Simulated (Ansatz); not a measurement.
Consider the atomization: `C/C=N\C[TeH]` → 3 C• + 7 H• + N• + Te•.

Program: Ansatz. Geometries: PBE0-D4/def2-TZVP. ΔE: electronic, gas phase. CBS: MP2 limit from def2 TZ/QZ plus the TZ coupled-cluster correction, frozen cores. This one scheme is used for every species, atoms too. Functionals use def2-TZVPP. B3LYP here is the variant with VWN-RPA as its local correlation; programs differ in this. Open shells (•) are unrestricted, without spin–orbit coupling. Spin–orbit coupling would lower the free atoms: a little for C; strongly for Te. Elements past krypton have def2 core potentials. For Te outer-core shells are correlated without core-valence functions, so the limit isn't a true one: a few kJ/mol of doubt a bond, and 10 to 20 or more in all where bonds break to atoms. Each species was taken in one conformer, which may not be the lowest.

| level | ΔE (kcal/mol) | difference from CCSD(T)/CBS |
| --- | --- | --- |
| r2SCAN-D4 | 1049.7 | -2.1 |
| ωB97X-V | 1051.9 | 0.1 |
| ωB97M-V | 1050.3 | -1.5 |
| PBE | 1074.8 | 23.0 |
| PBE0 | 1051.9 | 0.1 |
| B3LYP | 1043.5 | -8.3 |
| HF/def2-TZVPP | 734.3 | -317.5 |
| MP2/def2-TZVPP | 1034.7 | -17.1 |
| SCS-MP2/def2-TZVPP | 1032.0 | -19.8 |
| CCSD/def2-TZVPP | 1002.6 | -49.2 |
| CCSD(T)/def2-TZVPP | 1021.6 | -30.2 |
| HF/def2-QZVPP | 735.6 | -316.2 |
| SCS-MP2/def2-QZVPP | 1052.0 | 0.2 |
| HF/CBS(def2) | 735.9 | -315.9 |
| MP2/CBS(def2) | 1064.8 | 13.0 |
| CCSD/CBS(def2) | 1032.7 | -19.1 |
| CCSD(T)/CBS | 1051.8 | 0 |

Largest T1 diagnostic among the species: 0.012.

From PBE to PBE0 (25 % exact exchange), in def2-TZVPP and without D4, ΔE moves by −22.9 kcal/mol: exact exchange takes away binding that semilocal exchange gives to molecules. In def2-TZVPP, CCSD(T) changes the Hartree–Fock value by +287.4 kcal/mol (the triples alone add +19.1 kcal/mol) and MP2 by +300.5 kcal/mol; breaking electron pairs costs correlation energy, which Hartree–Fock lacks. The D4 term adds +11.0 kcal/mol with B3LYP and +5.8 kcal/mol with PBE0; it sums over pairs of atoms, weighted by their polarisabilities, and B3LYP, whose exchange is more repulsive, gets the larger term.

For atomizations the MP2-based limit and the directly extrapolated one differ by several kJ/mol either way, and by 10 to 25 for some Ge, Se and Sn compounds, so smaller differences from it don't rank the levels.
